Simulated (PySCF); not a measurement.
C7H8O2Si, SMILES c1ccc([SiH2]C(O)=O)cc1, GFN2-xTB optimised geometry.

```
18

O     -3.33    -0.82     0.41
C     -2.55    -1.69     0.71
O     -2.85    -2.60     1.64
Si    -0.81    -1.98    -0.04
C      0.14    -0.35     0.00
C      1.54    -0.35     0.00
C      2.25     0.83     0.00
C      1.58     2.05     0.00
C      0.19     2.07     0.00
C     -0.52     0.88     0.00
H     -3.75    -2.45     2.00
H     -1.01    -2.44    -1.42
H     -0.17    -3.01     0.78
H      2.06    -1.29     0.00
H      3.33     0.81     0.00
H      2.13     2.97     0.01
H     -0.33     3.01     0.00
H     -1.60     0.90     0.00
```

Density from CAM-B3LYP/def2-SVP run with PySCF at that geometry.

Minimum of the electron density along straight lines between bonded atoms, close to the bond critical point (lines longer than 1.1 times the sum of covalent radii, or with two minima, are not listed):

```tsv
bond	length / Å	ρ at the minimum / e bohr⁻³	∇²ρ there / e bohr⁻⁵	position (fraction from the first atom)
O1–C2	1.206	0.416	0.29	0.67
C2–O3	1.338	0.302	-0.29	0.33
C2–Si4	1.919	0.109	0.32	0.62
Si4–C5	1.886	0.115	0.33	0.38
C5–C6	1.394	0.308	-0.78	0.50
C6–C7	1.382	0.316	-0.83	0.50
C7–C8	1.385	0.315	-0.82	0.50
C8–C9	1.385	0.315	-0.82	0.50
C5–C10	1.394	0.307	-0.77	0.50
C9–C10	1.383	0.316	-0.83	0.50
O3–H11	0.974	0.341	-2.27	0.82
Si4–H12	1.468	0.117	0.32	0.49
Si4–H13	1.463	0.119	0.33	0.49
C6–H14	1.081	0.284	-1.09	0.63
C7–H15	1.081	0.284	-1.09	0.63
C8–H16	1.080	0.284	-1.10	0.63
C9–H17	1.080	0.284	-1.09	0.63
C10–H18	1.080	0.287	-1.14	0.64
```
